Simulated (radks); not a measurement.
Question: Valence configurations of S IV (all share [Ne]). Calculated with a radial shooting solver on a logarithmic mesh with Libxc functionals: scalar-relativistic Kohn-Sham, r2SCAN, spin-unpolarised, spherical densities, finite nucleus; meta-GGA in the generalised Kohn-Sham scheme; Fermi nuclear charge, rms radius 3.2611 fm. Order these by energy: 3p3; 3s0.5 3p2.5; 3s2 3p1; 3s1.5 3p1.5; 3s1 3p2.

Answer: From the lowest, in eV above it: 3s2 3p1 0.000; 3s1.5 3p1.5 6.295; 3s1 3p2 12.579; 3s0.5 3p2.5 18.846; 3p3 25.093. NIST lists [Ne] 3s2 3p1 as the ground configuration; this level of theory agrees among the configurations tried. The energies are those of spherical spin-averaged densities, not of single terms.
